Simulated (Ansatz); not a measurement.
Reaction (redistribution): `[CH3][Ga]([CH3])[SiH3]` + `COBCl` → `[CH3][Ga]([CH3])[BH]Cl` + `CO[SiH3]`

Program: Ansatz. Geometries: PBE0-D4/def2-TZVP. ΔE: electronic, gas phase. CCSD(T)/CBS adds triple-zeta CCSD(T) − MP2 to the extrapolated MP2 energy (def2 sets, frozen cores). DFT in def2-TZVPP. B3LYP here is the variant with VWN-RPA as its local correlation; programs differ in this. HSE06 is defined as in plane-wave codes. For Ga outer-core shells are correlated without core-valence functions, which leaves a few kJ/mol of doubt a bond. Scalar relativity is left out up to krypton. One conformer a species, not always the lowest.

```
             level  ΔE (kcal/mol)  difference from CCSD(T)/CBS
       LDA (SPW92)           28.3                          6.3
            PBE-D4           26.2                          4.2
         revPBE-D4           25.2                          3.2
         r2SCAN-D4           24.5                          2.5
            B97M-V           25.4                          3.4
           PBE0-D4           25.5                          3.5
          B3LYP-D4           23.7                          1.7
        r2SCANh-D4           24.5                          2.5
        r2SCAN0-D4           24.3                          2.3
          HSE06-D4           25.5                          3.5
          BHLYP-D4           22.7                          0.7
      CAM-B3LYP-D4           23.5                          1.5
           ωB97X-V           23.1                          1.1
           ωB97M-V           23.4                          1.4
            B2PLYP           23.1                          1.1
          PBE-QIDH           23.9                          1.9
               PBE           26.3                          4.3
            revPBE           25.5                          3.5
              BLYP           24.2                          2.2
            r2SCAN           24.6                          2.6
              PBE0           25.5                          3.5
             B3LYP           23.9                          1.9
           r2SCANh           24.5                          2.5
           r2SCAN0           24.4                          2.4
             HSE06           25.6                          3.6
             BHLYP           22.9                          0.9
         CAM-B3LYP           23.6                          1.6
           LC-ωPBE           24.1                          2.1
RPA@PBE/def2-TZVPP           21.7                         -0.3
       HF/def2-SVP           26.8                          4.8
      MP2/def2-SVP           29.7                          7.7
  CCSD(T)/def2-SVP           29.9                          7.9
     HF/def2-TZVPP           20.9                         -1.1
    MP2/def2-TZVPP           22.2                          0.2
SCS-MP2/def2-TZVPP           21.4                         -0.6
CCSD(T)/def2-TZVPP           22.9                          0.9
     HF/def2-QZVPP           20.6                         -1.4
    MP2/def2-QZVPP           21.7                         -0.3
SCS-MP2/def2-QZVPP           20.9                         -1.1
     MP2/CBS(def2)           21.4                         -0.6
       CCSD(T)/CBS           22.0                            0
```

Largest T1 diagnostic among the species: 0.012.

From PBE to PBE0 (25 % exact exchange), in def2-TZVPP and without D4, ΔE moves by −0.7 kcal/mol. At CCSD(T), def2-SVP lies +7.8 kcal/mol from the extrapolated value and def2-TZVPP +0.8 kcal/mol.

CCSD(T)/CBS has its own doubt, a few kJ/mol and more with outer-core shells, so smaller differences from it don't rank the levels.
